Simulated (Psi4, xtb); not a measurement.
Approach curve of the dimer CH4 ··· H4N+ (SMILES C and [NH4+]) (charge +1). Monomers: optimised at B3LYP-D3(BJ) (def2-TZVP), held rigid. Orientation: lowest of the rigid-body minima from ten starts at GFN2-xTB. R is the distance of the centres of mass, along which the second monomer moves.

- GFN1-xTB (xtb)
- wB97X-D/def2-TZVP, counterpoise-corrected (Psi4)

Interaction energies in kJ/mol:

```
R / Å  GFN1-xTB
-----  --------
2.53      41.18
2.74       5.17
2.96      -9.87
3.14     -13.66
3.31     -13.86
3.54     -11.85
3.83      -8.38
4.17      -5.01
4.63      -2.42
5.32      -1.01
6.36      -0.40
7.67      -0.16
```

### Question
What does wB97X-D/def2-TZVP give at the same points?

### Answer
2.53: 49.17; 2.74: 4.31; 2.96: -14.05; 3.14: -18.62; 3.31: -18.92; 3.54: -16.72; 3.83: -12.93; 4.17: -9.17; 4.63: -5.80; 5.32: -3.07; 6.36: -1.39; 7.67: -0.63 (kJ/mol).
